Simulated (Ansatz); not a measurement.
`C[S][Zn][F]` + H₂ → `[F][ZnH]` + CH₃SH at 298.15 K and 1 bar (hydrogenolysis of a Zn–S bond).

Program: Ansatz. Geometries: PBE0-D4/def2-TZVP. ΔE: electronic, gas phase. CCSD(T)/CBS adds triple-zeta CCSD(T) − MP2 to the extrapolated MP2 energy (def2 sets, frozen cores). This one scheme is used for every species. For Zn outer-core shells are correlated without core-valence functions, which leaves a few kJ/mol of doubt a bond. Scalar relativity is left out up to krypton. Each species was taken in one conformer, which may not be the lowest.

```tsv
species	CCSD(T)/CBS energy (Eh)	H − E (kJ/mol)	S (J/(mol·K))
`C[S][Zn][F]`	-2315.86770	126.2	337.1
H₂	-1.17544	35.1	130.4
`[F][ZnH]`	-1878.79355	32.0	233.4
CH₃SH	-438.22835	133.0	253.2
```

H − E and S are ideal-gas, rigid-rotor, harmonic terms from PBE0-D4/def2-TZVP, for one conformer and one mirror image of each species. The MP2-based limit puts H₂ 0.8 mEh under its directly extrapolated value; such offsets cancel only in part. 1 Eh = 2625.50 kJ/mol, R = 8.31446 J/(mol·K).

**Question.** By hand: ΔE, ΔH, ΔS and ΔG.

**Answer.** ΔE = (-1878.79355) + (-438.22835) − (-2315.86770) − (-1.17544) = 0.02124 Eh = 55.8 kJ/mol. Δ(H − E) = 32.0 + 133.0 − 126.2 − 35.1 = 3.7, so ΔH = 59.5 kJ/mol. ΔS = 233.4 + 253.2 − 337.1 − 130.4 = 19.1 J/(mol·K). ΔG = 59.5 − 298.15 × (19.1)/1000 = 53.8 kJ/mol.

**Question.** By hand: the equilibrium constant, and the temperature at which ΔG would vanish if ΔH and ΔS stayed fixed.

**Answer.** log₁₀ K = −ΔG/(RT ln 10) = -9.4. ΔG = 0 at ΔH/ΔS = 3115 K, far beyond where these terms or the molecules hold.

ΔH outweighs TΔS. A doubt of 5 kJ/mol in ΔE shifts log₁₀ K by 0.9 here. Other conformers and mirror images would add mixing entropy, several J/(mol·K) or more a flexible species. These are equilibria of isolated gas molecules and say nothing of rates. Largest T1 diagnostic: 0.018 (customary marks: 0.02 for closed shells, 0.045 for open ones).
